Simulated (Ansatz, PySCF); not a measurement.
Si(F)(OH)(OMe)(NH2) (CH6FNO2Si), SMILES CO[Si](N)(O)F. Atoms are numbered in the order given.

```xyz
12

C      2.1073     0.1701     0.7892
O      0.9475    -0.6038     0.6287
Si    -0.4020    -0.0745    -0.1500
N     -0.9678     1.4301     0.3974
O     -1.5021    -1.2812     0.0138
F     -0.0344     0.1703    -1.7088
H      1.8648     1.2201     1.0304
H      2.7274     0.1589    -0.1238
H      2.7034    -0.2475     1.6147
H     -1.2334     2.1403    -0.2734
H     -1.4763     1.5173     1.2681
H     -1.1270    -2.1628     0.1036
```

Geometry: PBE0-D3(BJ)/def2-SVP. The structure was generated by enumeration, and PubChem lists no compound with its InChIKey, so it may never have been made. The values are those of a single conformer.

Two levels are set side by side: PBE-D3(BJ)/def2-SVP (Ansatz, a program for electronic structure) and PBE0-D3(BJ)/def2-SVP (Ansatz). Each level has its own optimised geometry; the coordinates shown are those of the second. Frequencies come from the Hessian of PySCF at each geometry. Differences are taken from unrounded values.

| quantity | PBE0-D3(BJ) | PBE-D3(BJ) | PBE-D3(BJ) minus PBE0-D3(BJ) |
|---|---|---|---|
| mean bond length (Å) | 1.300 | 1.313 | 0.012 |
| bond C1–O2 (Å) | 1.403 | 1.418 | 0.015 |
| bond O2–Si3 (Å) | 1.645 | 1.663 | 0.017 |
| bond Si3–N4 (Å) | 1.698 | 1.713 | 0.015 |
| bond Si3–O5 (Å) | 1.641 | 1.659 | 0.017 |
| bond Si3–F6 (Å) | 1.620 | 1.636 | 0.016 |
| bond C1–H7 (Å) | 1.104 | 1.113 | 0.009 |
| bond C1–H8 (Å) | 1.104 | 1.113 | 0.009 |
| bond C1–H9 (Å) | 1.101 | 1.109 | 0.009 |
| bond N4–H10 (Å) | 1.012 | 1.021 | 0.009 |
| bond N4–H11 (Å) | 1.012 | 1.021 | 0.009 |
| bond O5–H12 (Å) | 0.962 | 0.974 | 0.012 |
| highest harmonic wavenumber (cm⁻¹) | 3928 | 3756 | -172 |
| mean harmonic wavenumber (cm⁻¹) | 1271 | 1227 | -44 |
| zero-point energy (kcal/mol) | 54.53 | 52.63 | -1.90 |

Exact exchange shortens and stiffens bonds; PBE has none. Differences between two approximate levels are no errors against the true value.
